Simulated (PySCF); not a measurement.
A ladder for the electron affinity of Ag

Ag⁻ [Kr] 4d10 5s2 (1S) → Ag [Kr] 4d10 5s1 (2S). Scalar values calculated with PySCF 2.14 in x2c-TZVPPall with one added diffuse shell each of s, p, d, f type (spin-free X2C; valence: [Kr] frozen; valence and next inner shell: [Ar] 3d10 frozen). The spin-orbit shift comes from two-component X2C-1e calculations (generalised Hartree-Fock, GHF, and MP2 on its spinors, GMP2) in x2c-TZVPall-2c with one added diffuse shell each of s, p, d type: GMP2 gives 0.919 eV without and 0.920 eV with screened spin-orbit coupling, a shift of 0.002 eV (GHF: 0.001 eV). Sums use unrounded values; where a UHF row is shifted, it takes the GHF shift.

```
                                method  scalar (eV)  plus spin-orbit shift (eV)  error (eV)
                                   UHF        0.091                       0.092      -1.213
                         MP2 (valence)        1.057                       1.059      -0.246
                     SCS-MP2 (valence)        1.072                       1.074      -0.231
                        CCSD (valence)        1.093                       1.095      -0.209
                     CCSD(T) (valence)        1.210                       1.211      -0.093
                                   LDA        1.604                       1.606       0.302
                                   PBE        1.347                       1.349       0.044
                                  PBE0        1.115                       1.116      -0.188
                                r2SCAN        1.216                       1.217      -0.087
                               r2SCAN0        1.080                       1.082      -0.223
                             BHandHLYP        1.008                       1.010      -0.295
                                M06-2X        1.231                       1.233      -0.071
                                 wB97X        1.283                       1.285      -0.019
    MP2 (valence and next inner shell)        1.099                       1.101      -0.204
SCS-MP2 (valence and next inner shell)        1.101                       1.103      -0.202
   CCSD (valence and next inner shell)        1.115                       1.117      -0.188
CCSD(T) (valence and next inner shell)        1.254                       1.256      -0.049
```

Reference: 1.304 eV (measured; photodetachment measurements, as compiled on the Wikipedia data page of electron affinities).

The errors of the correlated levels include the incompleteness of the basis and the frozen core, so a lower level can come closer by cancellation.
